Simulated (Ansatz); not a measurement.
```yaml
crystal:
  periodic: [false, false, false]
  atoms:
    - {symbol: C, position_ang: [-2.881093, 3.650585, 0.200337]}
    - {symbol: C, position_ang: [-3.474431, 2.557828, -0.687858]}
    - {symbol: C, position_ang: [-2.885389, 1.108444, -0.549944]}
    - {symbol: C, position_ang: [-3.565871, 0.239163, -1.620776]}
    - {symbol: C, position_ang: [-1.347382, 1.174623, -0.698198]}
    - {symbol: C, position_ang: [-0.517996, -0.143819, -0.838429]}
    - {symbol: C, position_ang: [-0.866437, -1.162176, 0.254959]}
    - {symbol: C, position_ang: [0.965926, 0.344469, -0.772934]}
    - {symbol: C, position_ang: [2.167112, -0.648147, -0.805740]}
    - {symbol: C, position_ang: [2.398674, -1.375756, 0.541850]}
    - {symbol: C, position_ang: [2.089270, -1.664168, -1.953587]}
    - {symbol: C, position_ang: [3.425459, 0.213507, -1.026995]}
    - {symbol: O, position_ang: [4.260743, 0.032533, -1.894200]}
    - {symbol: O, position_ang: [3.509062, 1.200445, -0.099117]}
    - {symbol: C, position_ang: [4.701542, 2.028395, -0.138217]}
    - {symbol: C, position_ang: [5.813287, 1.418823, 0.678538]}
    - {symbol: C, position_ang: [5.905428, 1.681524, 2.059715]}
    - {symbol: C, position_ang: [6.912529, 1.087822, 2.834205]}
    - {symbol: C, position_ang: [7.840141, 0.221806, 2.233276]}
    - {symbol: C, position_ang: [7.754961, -0.047530, 0.857751]}
    - {symbol: C, position_ang: [6.746832, 0.545394, 0.083865]}
    - {symbol: C, position_ang: [-0.760080, -0.684721, -2.255475]}
    - {symbol: O, position_ang: [-0.588441, -0.035745, -3.271693]}
    - {symbol: O, position_ang: [-1.195698, -1.971372, -2.274715]}
    - {symbol: C, position_ang: [-1.426887, -2.514633, -3.580391]}
    - {symbol: C, position_ang: [-3.236049, 0.671752, 0.873489]}
    - {symbol: O, position_ang: [-2.622935, 0.984488, 1.877503]}
    - {symbol: O, position_ang: [-4.387643, -0.062927, 0.914538]}
    - {symbol: C, position_ang: [-4.864435, -0.421583, 2.227500]}
    - {symbol: C, position_ang: [-4.487235, -1.851514, 2.592714]}
    - {symbol: C, position_ang: [-5.603440, -2.657306, 1.914766]}
    - {symbol: O, position_ang: [-6.762755, -1.800460, 1.946252]}
    - {symbol: C, position_ang: [-6.398998, -0.490065, 2.093469]}
    - {symbol: O, position_ang: [-7.186973, 0.421118, 2.088363]}
    - {symbol: H, position_ang: [-2.947770, 3.394051, 1.275982]}
    - {symbol: H, position_ang: [-1.814526, 3.843157, -0.031425]}
    - {symbol: H, position_ang: [-3.427516, 4.602312, 0.043793]}
    - {symbol: H, position_ang: [-3.354639, 2.837091, -1.757447]}
    - {symbol: H, position_ang: [-4.569728, 2.485560, -0.512426]}
    - {symbol: H, position_ang: [-4.666708, 0.329677, -1.558924]}
    - {symbol: H, position_ang: [-3.313396, -0.832583, -1.518394]}
    - {symbol: H, position_ang: [-3.244273, 0.574276, -2.626428]}
    - {symbol: H, position_ang: [-0.952919, 1.708315, 0.187892]}
    - {symbol: H, position_ang: [-1.117370, 1.796847, -1.587554]}
    - {symbol: H, position_ang: [-0.312977, -2.108235, 0.119712]}
    - {symbol: H, position_ang: [-0.636024, -0.746913, 1.254464]}
    - {symbol: H, position_ang: [-1.941446, -1.427017, 0.232522]}
    - {symbol: H, position_ang: [1.067534, 0.959157, 0.143308]}
    - {symbol: H, position_ang: [1.084534, 1.043130, -1.627620]}
    - {symbol: H, position_ang: [3.378441, -1.896102, 0.531717]}
    - {symbol: H, position_ang: [1.621359, -2.139005, 0.728067]}
    - {symbol: H, position_ang: [2.403091, -0.660954, 1.387056]}
    - {symbol: H, position_ang: [1.257763, -2.375588, -1.790032]}
    - {symbol: H, position_ang: [1.938975, -1.160790, -2.927660]}
    - {symbol: H, position_ang: [3.032318, -2.239522, -2.019878]}
    - {symbol: H, position_ang: [4.379034, 2.997499, 0.287440]}
    - {symbol: H, position_ang: [5.005991, 2.163266, -1.194428]}
    - {symbol: H, position_ang: [5.178869, 2.362950, 2.530884]}
    - {symbol: H, position_ang: [6.976496, 1.304298, 3.911665]}
    - {symbol: H, position_ang: [8.633431, -0.242758, 2.838917]}
    - {symbol: H, position_ang: [8.481074, -0.725243, 0.382978]}
    - {symbol: H, position_ang: [6.661548, 0.325841, -0.990779]}
    - {symbol: H, position_ang: [-0.493549, -2.505534, -4.178994]}
    - {symbol: H, position_ang: [-2.192863, -1.923174, -4.121526]}
    - {symbol: H, position_ang: [-1.776436, -3.550892, -3.424060]}
    - {symbol: H, position_ang: [-4.536327, 0.342363, 2.956532]}
    - {symbol: H, position_ang: [-4.541091, -1.968021, 3.694760]}
    - {symbol: H, position_ang: [-3.467490, -2.129413, 2.265589]}
    - {symbol: H, position_ang: [-5.861725, -3.599938, 2.435135]}
    - {symbol: H, position_ang: [-5.362485, -2.888914, 0.854349]}
basis:
  gaussian: {orbitals: cc-pVDZ, fitting: {mean_field: def2-universal-jkfit}, nuclear_model: gaussian}
total_charge: -1
magnetization: {spin_polarized: true, initial_magnetization: 1}
hamiltonian: {xc: {name: B3LYP5}}
scf: {omitted_lower_state_checks: [starts]}
output: {forces: true}
```

```sh
$ ansatz run in.yaml --threads 2 --pin off --events-out ev --progress --plain --max-ram 22528MiB --backend cuda --devices 0, --max-vram 18GiB
```

It prints (some lines left out):

```
Functional definition: B3LYP5
3214 factors; integrals over basis functions are off by at most 2.4e-1 eV
mean field evaluation 1: about -43860.7226 eV, gradient 9.5e1 eV
mean field evaluation 2: about -43667.1946 eV, gradient 1.7e2 eV
mean field evaluation 4: about -43897.2757 eV, gradient 3.1e1 eV
mean field evaluation 8: about -43899.5271 eV, gradient 1.8e1 eV
mean field evaluation 16: about -43902.4561 eV, gradient 1.8e-2 eV
mean field -43902.45611267 eV, -1613.3855039869 hartree, gradient 4.9e-6 eV, S^2 0.752952; 0 other end points of the search recorded, 0 dependent functions left out
reference -43902.45671135 eV, -1613.3855259881 hartree; 129, 128 occupied and 527, 528 virtual orbitals, 3214 factors
Total energy: -43902.45671135 eV, -1613.3855259881 hartree
Atom 0 force     0.084786     0.210723     0.195394 eV/Å
Atom 1 force    -0.172901    -0.051950    -0.438299 eV/Å
Atom 2 force    -0.196273     0.307535     0.334229 eV/Å
Atom 3 force    -0.140171    -0.104823    -0.202365 eV/Å
Atom 4 force     0.133322     0.298192     0.041323 eV/Å
Atom 5 force    -0.037556    -0.042726    -0.209656 eV/Å
Atom 6 force    -0.076829    -0.256489     0.149767 eV/Å
Atom 7 force     0.093741     0.330205     0.066500 eV/Å
Atom 8 force     0.170677     0.013509     0.012040 eV/Å
Atom 9 force    -0.009726    -0.159316     0.217453 eV/Å
Atom 10 force     0.013868    -0.228103    -0.165684 eV/Å
Atom 11 force     0.065182     0.307878     0.137763 eV/Å
Atom 12 force    -0.195313    -0.051997    -0.008748 eV/Å
Atom 13 force    -0.624014    -0.420017    -0.387392 eV/Å
Atom 14 force     1.093371     0.196322     0.239756 eV/Å
Atom 15 force    -0.679951     0.611537    -0.649526 eV/Å
Atom 16 force     0.354120    -0.053145     0.959074 eV/Å
Atom 17 force    -0.647341     0.510714    -0.062639 eV/Å
Atom 18 force     0.641826    -0.350726     0.565584 eV/Å
Atom 19 force    -0.367962     0.106115    -0.823965 eV/Å
Atom 20 force     0.778193    -0.607306    -0.048561 eV/Å
Atom 21 force     0.090278     0.247078     0.318444 eV/Å
Atom 22 force    -0.042911    -0.017401    -0.208928 eV/Å
Atom 23 force    -0.121552    -0.348021    -0.186586 eV/Å
Atom 24 force    -0.002773     0.010134    -0.168526 eV/Å
Atom 25 force     0.006026    -0.365757    -0.644562 eV/Å
Atom 26 force     0.349038     0.264644     0.600500 eV/Å
Atom 27 force     0.209123    -0.253743    -0.170670 eV/Å
Atom 28 force    -0.902042     0.283252     0.431207 eV/Å
Atom 29 force     0.311048    -0.081547     0.113194 eV/Å
Atom 30 force    -0.186712    -0.002244    -0.111812 eV/Å
Atom 31 force    -0.346892    -0.963453    -0.108344 eV/Å
Atom 32 force     1.683512     0.020636     0.292147 eV/Å
Atom 33 force    -0.903601     0.722412     0.010068 eV/Å
Atom 34 force     0.021059     0.014486    -0.245210 eV/Å
Atom 35 force    -0.202034    -0.038436     0.041603 eV/Å
Atom 36 force     0.083252    -0.136883     0.011076 eV/Å
Atom 37 force    -0.040190     0.083812     0.154136 eV/Å
Atom 38 force     0.232771     0.018754    -0.002922 eV/Å
Atom 39 force     0.230706    -0.022438     0.007797 eV/Å
Atom 40 force    -0.078066     0.239383    -0.024357 eV/Å
Atom 41 force    -0.061181    -0.071349     0.158082 eV/Å
Atom 42 force    -0.124812    -0.143196    -0.208729 eV/Å
Atom 43 force    -0.035141    -0.150637     0.185059 eV/Å
Atom 44 force    -0.099922     0.212083     0.035132 eV/Å
Atom 45 force    -0.070402    -0.088088    -0.209714 eV/Å
Atom 46 force     0.248693     0.101710     0.038969 eV/Å
Atom 47 force     0.006460    -0.143819    -0.208072 eV/Å
Atom 48 force    -0.004544    -0.168086     0.200228 eV/Å
Atom 49 force    -0.176066     0.121023     0.004277 eV/Å
Atom 50 force     0.158259     0.148786    -0.021043 eV/Å
Atom 51 force     0.017562    -0.158728    -0.186645 eV/Å
Atom 52 force     0.174834     0.138288    -0.063220 eV/Å
Atom 53 force     0.028855    -0.107557     0.205080 eV/Å
Atom 54 force    -0.167056     0.121391     0.020042 eV/Å
Atom 55 force    -0.058218    -0.202817    -0.076928 eV/Å
Atom 56 force    -0.160930    -0.036758     0.221799 eV/Å
Atom 57 force     0.154899    -0.144493    -0.079045 eV/Å
Atom 58 force    -0.022921    -0.025880    -0.205965 eV/Å
Atom 59 force    -0.178744     0.085748    -0.122575 eV/Å
Atom 60 force    -0.144553     0.132646     0.074156 eV/Å
Atom 61 force     0.052511     0.036476     0.272304 eV/Å
Atom 62 force    -0.201957    -0.017677     0.118914 eV/Å
Atom 63 force     0.159131    -0.144259     0.111262 eV/Å
Atom 64 force     0.069636     0.210657    -0.008192 eV/Å
Atom 65 force    -0.062184    -0.205160    -0.245214 eV/Å
Atom 66 force    -0.001463     0.015061    -0.211331 eV/Å
Atom 67 force    -0.218746     0.005017     0.049329 eV/Å
Atom 68 force     0.052375     0.189054    -0.094933 eV/Å
Atom 69 force    -0.005469     0.049766     0.216672 eV/Å
Dipole moment:    -0.676438    -0.854032    -0.532797 e Å
Checks for a lower state left out: starts
```

Run time 23 s (2 threads of AMD EPYC 7R13 on a shared host and a share (18 GiB) of an NVIDIA H100 80GB HBM3), peak host memory 2.1 GiB.

The highest occupied level of an anion often lies above zero with these methods, and sets without diffuse functions describe the outer electron poorly.

The dipole of an ion depends on the origin.
